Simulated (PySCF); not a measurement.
SiFHI2, SMILES I[SiH](I)F. Atoms are numbered in the order given.

```xyz
5

Si     0.4502    -0.9393     0.0000
F     -0.4785    -2.2610     0.0000
I     -0.0365     0.3289    -2.0052
I     -0.0365     0.3289     2.0052
H      1.8684    -1.3626     0.0000
```
Charge 0, spin multiplicity 1.

Geometry: PBE0-D3(BJ)/def2-SVP. The def2 effective core potentials stand for the cores of I; spin–orbit coupling is left out.

Level of theory: r2SCAN/def2-TZVP in PySCF.

Symmetry labels are those of the subgroup Cs that the program uses (full group Cs).

Q: List the valence orbital energies around the gap with their symmetry. (An estimate is asked for; the answer gives what the named calculation found.)

A: 
```json
[
 {"orbital": "HOMO−7", "symmetry": "A\"", "energy (eV)": "-11.53"},
 {"orbital": "HOMO−6", "symmetry": "A'", "energy (eV)": "-11.48"},
 {"orbital": "HOMO−5", "symmetry": "A'", "energy (eV)": "-9.40"},
 {"orbital": "HOMO−4", "symmetry": "A\"", "energy (eV)": "-9.09"},
 {"orbital": "HOMO−3", "symmetry": "A'", "energy (eV)": "-7.73"},
 {"orbital": "HOMO−2", "symmetry": "A'", "energy (eV)": "-7.45"},
 {"orbital": "HOMO−1", "symmetry": "A\"", "energy (eV)": "-7.32"},
 {"orbital": "HOMO", "symmetry": "A\"", "energy (eV)": "-7.09"},
 {"orbital": "LUMO", "symmetry": "A'", "energy (eV)": "-2.05"},
 {"orbital": "LUMO+1", "symmetry": "A'", "energy (eV)": "-0.88"},
 {"orbital": "LUMO+2", "symmetry": "A\"", "energy (eV)": "-0.63"},
 {"orbital": "LUMO+3", "symmetry": "A'", "energy (eV)": "0.63"}
]
```
